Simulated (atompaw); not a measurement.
# samarium (Sm): one change to a PAW (atompaw) potential, before and after

atompaw 4.2.0.5 input, output lines left out:

```
Sm 62
GGA-PBE scalarrelativistic loggrid 2001 logderivrange -5 5 251
6 6 5 4 0 0
6 0 1.5
6 1 0
5 2 0.5
4 3 6
0 0 0
c
c
c
c
v
v
c
c
c
v
v
c
c
v
v
3
3.00 2.20 2.00 1.50
n
n
y
3
n
y
0.45
n
custom polynom gramschmidtortho sinc
4 -0.5 troulliermartins
2.55
3.00
2.20
2.50
3.00
3.00
1.70
1.70
```

All-electron outer shells of the reference configuration (PBE, scalar-relativistic, ld1.x):

```json
{"shell": "4p", "level (eV)": "-246.92", "outermost node (bohr)": "0.30", "outermost maximum (bohr)": "0.56"}
{"shell": "4d", "level (eV)": "-128.24", "outermost node (bohr)": "0.28", "outermost maximum (bohr)": "0.59"}
{"shell": "5s", "level (eV)": "-42.65", "outermost node (bohr)": "0.69", "outermost maximum (bohr)": "1.27"}
{"shell": "5p", "level (eV)": "-22.65", "outermost node (bohr)": "0.73", "outermost maximum (bohr)": "1.43"}
{"shell": "6s", "level (eV)": "-3.37", "outermost node (bohr)": "1.70", "outermost maximum (bohr)": "3.71"}
{"shell": "4f", "level (eV)": "-1.90", "outermost node (bohr)": "–", "outermost maximum (bohr)": "0.61"}
{"shell": "5d", "level (eV)": "-1.36", "outermost node (bohr)": "0.84", "outermost maximum (bohr)": "2.22"}
{"shell": "6p", "level (eV)": "-1.11", "outermost node (bohr)": "2.07", "outermost maximum (bohr)": "5.13"}
```

Change: wave 4f (bound): rc 1.70 bohr becomes 4f (bound): rc 1.94 bohr.

Cutoffs: the cutoffs (Ry, on a coarse ladder) from which the occupation-weighted sum of valence levels, in a spherical-Bessel basis at the reference potential, stays within 10 and 1 mRy of its value at 400 Ry; they do not see the model core or the augmentation charge, which bear on the density cutoff.

Q: What does the change do?

A: The potential gets softer (60 Ry and 100 Ry → 45 Ry and 60 Ry); neither file shows a bound ghost.

```tsv
quantity	base	changed
cutoff, loose	60 Ry	45 Ry
cutoff, tight	100 Ry	60 Ry
loose cutoff by channel (10 mRy a level)	s 8 Ry, p 12 Ry, d 8 Ry, f 40 Ry	s 8 Ry, p 12 Ry, d 8 Ry, f 30 Ry
bound ghosts	none	none
s: phases at 3.00 bohr within 0.05 rad from the reference energy up to (Ry; the scan ends near 5)	1.2	1.2
p: phases at 3.00 bohr within 0.05 rad from the reference energy up to (Ry; the scan ends near 5)	3.9	3.9
d: phases at 3.00 bohr within 0.05 rad from the reference energy up to (Ry; the scan ends near 5)	to the end of the scan	to the end of the scan
f: phases at 3.00 bohr within 0.05 rad from the reference energy up to (Ry; the scan ends near 5)	4.8	4.9
lowest overlap eigenvalue by channel	s 0.61, p 0.80, d 0.86, f 0.98	s 0.61, p 0.80, d 0.86, f 1.00
```

 The cutoffs see the waves, projectors and local potential, not the compensation charge or the core.
